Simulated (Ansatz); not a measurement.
Calculated with Ansatz (gas phase, PBE0-D4/def2-TZVP geometries, no zero-point term in ΔE). CCSD(T)/CBS adds triple-zeta CCSD(T) − MP2 to the extrapolated MP2 energy (def2 sets, frozen cores). This one scheme is used for every species. Functionals use def2-TZVPP. B3LYP here is the variant with VWN-RPA as its local correlation; programs differ in this. One conformer a species, not always the lowest.

Consider the ligand exchange at the Si–F bond: `N[SiH](F)F` + `N[SiH2]N` → `N[SiH2]N[SiH](N)F` + H–F.

`N[SiH](F)F`:

Cartesian coordinates in Å:
```
N 0.746 -0.685 0.283
Si -0.498 0.386 -0.091
F -0.264 1.721 0.734
F -0.539 0.855 -1.610
H 0.656 -1.673 0.116
H 1.708 -0.396 0.355
H -1.808 -0.208 0.212
```

`N[SiH2]N`:

Z-matrix (Å, degrees):
```
Si
N 1 1.711
N 1 1.711 2 108.5
H 1 1.493 2 103.5 3 -125.0
H 1 1.493 2 117.1 3 116.6
H 2 1.006 1 120.5 3 150.7
H 2 1.007 1 121.6 3 -58.1
H 3 1.006 1 120.5 2 150.7
H 3 1.007 1 121.6 2 -58.1
```

`N[SiH2]N[SiH](N)F`:

Cartesian coordinates in Å:
```
N 1.072 -0.468 -1.606
Si 1.148 -1.020 0.028
N 0.509 0.185 1.083
Si -1.050 0.892 1.080
N -1.669 0.694 -0.478
F -2.069 0.202 2.106
H 1.655 0.302 -1.896
H 1.018 -1.163 -2.336
H 2.524 -1.279 0.539
H 0.376 -2.288 0.020
H 1.134 0.490 1.815
H -0.945 2.274 1.603
H -1.058 0.478 -1.252
H -2.647 0.701 -0.704
```

H–F:

```xyz
2

F    -0.429   -0.134    0.098
H     0.429    0.134   -0.098
```

CCSD(T)/CBS gives +70.4 kJ/mol.

Task: Another level gave +66.4 kJ/mol. Which?
A. HF/def2-TZVPP
B. B3LYP/def2-TZVPP
C. r2SCAN-D4/def2-TZVPP
D. PBE0-D4/def2-TZVPP

Result: D. PBE0-D4 66.4, r2SCAN-D4 76.3, HF/def2-TZVPP 97.7, B3LYP 88.5 kJ/mol.

Largest T1 diagnostic among the species: 0.011.

The D4 term adds −16.8 kJ/mol with B3LYP and −9.6 kJ/mol with PBE0; it sums over pairs of atoms, weighted by their polarisabilities, and B3LYP, whose exchange is more repulsive, gets the larger term. In def2-TZVPP, CCSD(T) changes the Hartree–Fock value by −27.5 kJ/mol (the triples alone add −4.3 kJ/mol) and MP2 by −29.5 kJ/mol.
